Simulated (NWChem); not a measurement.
Basis-set convergence for H₂FGeN

```xyz
5

Ge    -0.0797    -0.4489     0.0000
F     -1.2218     0.9111     0.0000
N      1.4046     0.6106     0.0000
H      1.3540     1.6282     0.0000
H      2.3593     0.2614     0.0000
```
Charge 0, spin multiplicity 1.

All runs are NWChem calculations. All single points use one geometry, from B3LYP/def2-SVP, a minimum by its harmonic frequencies. It is one conformer; others weren't searched.

Quantity: dipole moment at the level PBE0.

The Hamiltonian is non-relativistic. The Pople sets run with spherical d functions. The structure started from a generated list of species.

```tsv
basis	functions	dipole moment (D)
STO-3G	30	…
3-21G	44	2.61
6-31G*	64	…
cc-pVDZ	65	2.62
pcseg-1	65	2.68
def2-SVP	70	2.63
def2-SVPD	97	2.67
aug-cc-pVDZ	100	2.61
aug-pcseg-1	100	2.60
def2-TZVP	122	2.59
```

### Question
Complete the blanks.

### Answer

- STO-3G, dipole moment (D): 1.69
- 6-31G*, dipole moment (D): 2.57
